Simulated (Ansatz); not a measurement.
Nb₃O₅⁻: single points at one geometry.

```yaml
crystal:
  periodic: [false, false, false]
  atoms:
    - {symbol: Nb, position_ang: [-0.090514, -0.477289, 1.503755]}
    - {symbol: Nb, position_ang: [-1.402243, 0.405785, -0.837925]}
    - {symbol: Nb, position_ang: [0.830367, -1.117130, -1.328918]}
    - {symbol: O, position_ang: [-1.027573, 2.016552, -1.179568]}
    - {symbol: O, position_ang: [1.837914, 0.128817, -1.846101]}
    - {symbol: O, position_ang: [1.054263, -1.655341, 0.504774]}
    - {symbol: O, position_ang: [-1.895277, -0.154817, 0.975231]}
    - {symbol: O, position_ang: [0.693074, 0.853432, 2.208762]}
basis:
  gaussian: {orbitals: def2-TZVPD, initial_orbitals: start.molden}
total_charge: -1
magnetization: {spin_polarized: true, initial_magnetization: 2}
hamiltonian: {xc: pbe, dispersion: d4}
scf: {omitted_lower_state_checks: [starts]}
output: {orbitals: {seedname: orbitals}}
```

The file start.molden holds the orbitals of an earlier run on this structure, at another level or in another basis.

```sh
$ ansatz run in.yaml --threads 2 --pin off --events-out ev --progress --plain --max-ram 32768MiB --backend cuda --devices 0, --max-vram 18GiB
```

Output, abridged:

```
Functional definition: PBE
1874 factors; their error is unknown
mean field evaluation 1: about -14893.8504 eV, gradient 9.2e0 eV
mean field evaluation 2: about -14894.2111 eV, gradient 5.1e-1 eV
mean field evaluation 4: about -14894.2574 eV, gradient 6.2e-2 eV
mean field evaluation 8: about -14894.2519 eV, gradient 1.5e-3 eV
mean field evaluation 16: about -14894.2519 eV, gradient 3.4e-5 eV
mean field -14894.25188636 eV, -547.3536611372 hartree, gradient 3.5e-6 eV, S^2 2.025368; 0 other end points of the search recorded, 0 dependent functions left out
reference -14894.25194698 eV, -547.3536633651 hartree; 41, 39 occupied and 279, 281 virtual orbitals, 1874 factors
Total energy: -14894.61019126 eV, -547.3668285994 hartree
Checks for a lower state left out: starts
```

It took 15 s on 2 threads of AMD EPYC 7R13 on a shared host and a share (18 GiB) of an NVIDIA H100 80GB HBM3, peak host memory 0.95 GiB.

As the first input, with `gaussian: {orbitals: def2-TZVPD}`, `hamiltonian: {xc: pbe0, dispersion: d4}` (abridged; 23 s):

```
Functional definition: PBE0
mean field evaluation 16: about -14889.2355 eV, gradient 1.2e-1 eV
mean field evaluation 32: about -14889.3506 eV, gradient 5.2e-4 eV
mean field -14889.35062853 eV, -547.1735432342 hartree, gradient 8.0e-6 eV, S^2 2.201801
Total energy: -14889.66280078 eV, -547.1850153527 hartree
Checks for a lower state left out: starts
```

The first input with `hamiltonian: {xc: r2scan, dispersion: d4}` (abridged; 13 s):

```
Functional definition: r2SCAN
mean field -14899.86463570 eV, -547.5599258709 hartree, gradient 2.1e-5 eV, S^2 2.209927
Total energy: -14899.95036740 eV, -547.5630764527 hartree
Checks for a lower state left out: starts
```

Geometry: PBE0-D4/def2-SVP, that of the neutral doublet.

In the def2 sets Nb takes a core potential; there is no spin–orbit coupling. At PBE-D4/def2-TZVPD the highest occupied level of the charge -1 triplet lies above zero (up to 0.11 eV). By energy differences its removal costs 1.90 eV (vertical, to the charge 0 doublet, at PBE-D4/def2-TZVPD); a positive level beside a positive removal energy at the same level points to self-interaction error. At PBE-D4/def2-TZVPD the gap within one spin of the charge -1 triplet nearly closes, so an electron or hole may be smeared out by delocalisation error. At PBE0-D4/def2-TZVPD, r2SCAN-D4/def2-TZVPD the charge -1 triplet is spin-contaminated (final ⟨S²⟩ up to 2.21, 2.00 for a pure state). The structure comes from a short search, and lower isomers may exist.
